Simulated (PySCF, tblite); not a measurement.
Compound: C₅H₃F₃OS.
Numbering: `[F:1][C:2]([F:3])([F:4])[S:5][c:6]1[cH:7][cH:8][cH:9][o:10]1` (hydrogens: H11 on C7; H12 on C8; H13 on C9)

Computed with GFN2-xTB (tblite), gas phase: nudged elastic band of 9 images (0 to 8), spring 0.2 eV/Å², climbing image at the end, force threshold 0.05 eV/Å. No saddle search or frequency run followed, so the top image need not be a first-order saddle, and its height can exceed the method's true barrier by a kcal/mol or more.

Path: rotation about C2–S5 (CF3 carbon, sulfide sulfur), followed by the dihedral F1–C2–S5–C6.

Image 0 (start, dihedral 56°):
```
atom  x, y, z in Å
F1      2.092   -0.407    1.278
C2      2.436    0.013    0.058
F3      2.294    1.338    0.052
F4      3.719   -0.264   -0.122
S5      1.412   -0.792   -1.240
C6     -0.152   -0.323   -0.599
C7     -0.923   -0.892    0.375
C8     -2.077   -0.082    0.459
C9     -1.918    0.900   -0.473
O10    -0.756    0.762   -1.120
H11    -0.683   -1.760    0.952
H12    -2.907   -0.216    1.122
H13    -2.541    1.724   -0.758
```

Image 8 (end, 0.000 eV, dihedral 176°):
```
atom  x, y, z in Å
F1      3.677   -0.606    0.152
C2      2.422   -0.182    0.186
F3      2.007   -0.224    1.454
F4      2.409    1.099   -0.183
S5      1.363   -1.220   -0.901
C6     -0.166   -0.461   -0.497
C7     -1.020   -0.676    0.548
C8     -2.089    0.225    0.348
C9     -1.803    0.903   -0.800
O10    -0.641    0.493   -1.319
H11    -0.886   -1.375    1.347
H12    -2.948    0.348    0.974
H13    -2.330    1.673   -1.326
```

**Question.** What do the inner images look like?

**Answer.** 
Image 1: +0.003 eV, dihedral 71°
```
atom  x, y, z in Å
F1      2.329   -0.622    1.254
C2      2.434   -0.013    0.070
F3      2.069    1.255    0.257
F4      3.712   -0.026   -0.280
S5      1.409   -0.844   -1.210
C6     -0.152   -0.346   -0.584
C7     -0.938   -0.868    0.405
C8     -2.082   -0.040    0.450
C9     -1.903    0.906   -0.517
O10    -0.739    0.726   -1.148
H11    -0.715   -1.718    1.015
H12    -2.917   -0.137    1.112
H13    -2.512    1.727   -0.842
```

Image 2: +0.017 eV, dihedral 86°
```
atom  x, y, z in Å
F1      2.581   -0.774    1.191
C2      2.437   -0.038    0.086
F3      1.899    1.121    0.461
F4      3.648    0.207   -0.394
S5      1.403   -0.898   -1.173
C6     -0.158   -0.367   -0.576
C7     -0.954   -0.844    0.427
C8     -2.086    0.001    0.440
C9     -1.891    0.910   -0.558
O10    -0.728    0.693   -1.179
H11    -0.742   -1.675    1.068
H12    -2.925   -0.063    1.101
H13    -2.488    1.728   -0.912
```

Image 3: +0.034 eV, dihedral 101°
```
atom  x, y, z in Å
F1      2.838   -0.872    1.085
C2      2.439   -0.062    0.104
F3      1.781    0.946    0.670
F4      3.528    0.433   -0.470
S5      1.395   -0.957   -1.129
C6     -0.165   -0.388   -0.570
C7     -0.969   -0.819    0.447
C8     -2.090    0.040    0.428
C9     -1.879    0.914   -0.599
O10    -0.717    0.661   -1.208
H11    -0.769   -1.630    1.116
H12    -2.932    0.009    1.087
H13    -2.465    1.727   -0.981
```

Image 4 (top): +0.045 eV, dihedral 117°
```
atom  x, y, z in Å
F1      3.084   -0.916    0.940
C2      2.440   -0.086    0.122
F3      1.718    0.737    0.877
F4      3.356    0.643   -0.506
S5      1.387   -1.020   -1.078
C6     -0.170   -0.406   -0.561
C7     -0.984   -0.793    0.466
C8     -2.093    0.079    0.414
C9     -1.866    0.916   -0.639
O10    -0.705    0.629   -1.235
H11    -0.794   -1.584    1.162
H12    -2.937    0.079    1.071
H13    -2.441    1.723   -1.049
```

Image 5: +0.044 eV, dihedral 132°
```
atom  x, y, z in Å
F1      3.299   -0.906    0.765
C2      2.437   -0.112    0.139
F3      1.710    0.506    1.067
F4      3.143    0.820   -0.497
S5      1.379   -1.082   -1.026
C6     -0.171   -0.421   -0.550
C7     -0.995   -0.766    0.484
C8     -2.093    0.116    0.399
C9     -1.852    0.917   -0.679
O10    -0.690    0.599   -1.260
H11    -0.816   -1.535    1.206
H12    -2.940    0.147    1.051
H13    -2.417    1.717   -1.117
```

Image 6: +0.030 eV, dihedral 148°
```
atom  x, y, z in Å
F1      3.476   -0.844    0.568
C2      2.431   -0.138    0.155
F3      1.754    0.257    1.233
F4      2.896    0.959   -0.440
S5      1.373   -1.140   -0.978
C6     -0.168   -0.432   -0.535
C7     -1.002   -0.735    0.504
C8     -2.091    0.154    0.383
C9     -1.835    0.916   -0.720
O10    -0.672    0.567   -1.282
H11    -0.835   -1.483    1.251
H12    -2.941    0.215    1.028
H13    -2.390    1.706   -1.186
```

Image 7: +0.012 eV, dihedral 162°
```
atom  x, y, z in Å
F1      3.603   -0.736    0.361
C2      2.422   -0.164    0.171
F3      1.851    0.004    1.365
F4      2.635    1.050   -0.335
S5      1.368   -1.190   -0.936
C6     -0.163   -0.443   -0.517
C7     -1.007   -0.704    0.525
C8     -2.087    0.191    0.366
C9     -1.817    0.912   -0.760
O10    -0.654    0.534   -1.303
H11    -0.855   -1.428    1.297
H12    -2.941    0.282    1.003
H13    -2.363    1.691   -1.255
```

The largest changes of bonds and angles from start to top: C2–S5 1.839 → 1.850 Å, C2–F4 1.325 → 1.329 Å, F1–C2 1.335 → 1.331 Å, S5–C6 1.754 → 1.752 Å, C2–S5–C6 97.0 → 97.9°, F4–C2–S5 110.6 → 111.2°, F1–C2–F3 106.8 → 107.4°. GFN2-xTB torsional profiles can miss by a kcal/mol or more and can put conformers in the wrong order.

**Question.** What do single points at PBE0/pcSseg-1 (PySCF, no dispersion term) give on some images?

**Answer.** 
| image | GFN2-xTB E (eV) | DFT E (eV) | HOMO (eV) | LUMO (eV) | dipole (D) |
| --- | --- | --- | --- | --- | --- |
| 0 | 0.000 | 0.000 | -7.23 | -0.87 | 2.50 |
| 2 | 0.017 | 0.029 | -7.23 | -0.89 | 2.51 |
| 4 | 0.045 | 0.094 | -7.22 | -0.92 | 2.55 |
| 6 | 0.030 | 0.066 | -7.22 | -0.90 | 2.54 |
| 8 | 0.000 | -0.001 | -7.23 | -0.87 | 2.51 |

Energies count from image 0 at each level. At the GFN2-xTB top the DFT energy is 2.2 kcal/mol against 1.0; the geometries weren't optimised at the DFT level.

What follows is the cost of the whole band run. The run took 4.2 s of wall time on an Arm Neoverse N1 with one thread, shared host with 64 logical CPUs at a one-minute load of 55, and the process peaked at 0.19 GiB of memory.
